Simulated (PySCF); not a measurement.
**State search for RbH**

Unrestricted PBE0; Rb x2c-TZVPall, H x2c-TZVPall; spin-free X2C with a Gaussian nucleus (PySCF 2.14). Outer shells of the fragments: Rb 5s1; H 1s1.

Followed along the bond (rough minima from three points):

| 2Ms+1 | unpaired | ⟨S²⟩ at the start | R at minimum (Å) | Te (eV) |
| --- | --- | --- | --- | --- |
| 1 | none | 0.00 | 2.36 | 0.00 |
| 3 | σ ↑↑ | 2.00 | none in the scan | ≤ 1.98 |

Solutions found at the starting distance of 2.380 Å, counted from the lowest of them; the search is not exhaustive and high or unbound solutions are not listed, so other states can lie among these:

| 2Ms+1 | unpaired | term | E (eV) | ⟨S²⟩ | ⟨Lz²⟩ | μ (D) |
| --- | --- | --- | --- | --- | --- | --- |
| 1 | none | ¹Σ⁺ | 0.00 | 0.00 | 0.00 | -8.00 |
| 3 | σ ↑↑ | ³Σ⁺ | 2.10 | 2.00 | 0.00 | 2.77 |
| 3 | σ ↑, π ↑ | ³Π | 3.15 | 2.00 | 1.00 | -1.67 |
| 1 | σ ↑, π ↓ | mixed | 3.19 | 1.00 | 1.00 | -0.90 |
| 3 | σ ↑, δ ↑ | ³Δ | 3.92 | 2.00 | 4.00 | 0.16 |
| 1 | σ ↑, δ ↓ | mixed | 3.93 | 1.00 | 4.00 | 0.16 |

A term symbol is given only where ⟨S²⟩ and ⟨Lz²⟩ are close to those of a pure state; real π, δ and φ orbitals otherwise mix terms. A positive dipole means Rb(−)H(+).

The measured ground state is X ¹Σ+ (Huber and Herzberg, Constants of Diatomic Molecules (1979)).

Counting both spins, an empty level lies below a filled one in some of these solutions, because spin and occupation are held.
